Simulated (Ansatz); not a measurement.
`[CH3][Al-]1([F])[O]C(C(F)(F)F)=CC(C(F)(F)F)=[O+]1`, charge 0, multiplicity 1.

Q: Give a relaxed structure at PBE0-D4/def2-TZVP (Ansatz). (Best estimate.)

A: Ansatz gave: 
Cartesian coordinates in Å:
```
C 2.832 -0.692 -1.518
Al 1.540 -1.004 -0.121
F 1.737 -2.174 1.033
O -0.177 -1.235 -0.758
C -1.207 -0.622 -0.375
C -2.506 -1.142 -1.005
F -2.452 -0.991 -2.326
F -3.574 -0.489 -0.553
F -2.657 -2.432 -0.732
C -1.250 0.447 0.511
C -0.068 0.957 1.032
C -0.107 2.182 1.956
F -1.352 2.589 2.188
F 0.562 3.185 1.394
F 0.463 1.890 3.118
O 1.094 0.526 0.811
H 2.528 0.121 -2.184
H 3.810 -0.428 -1.105
H 2.975 -1.584 -2.134
H -2.193 0.899 0.768
```
Point group Cs.
This is one stationary point; other conformers may exist.
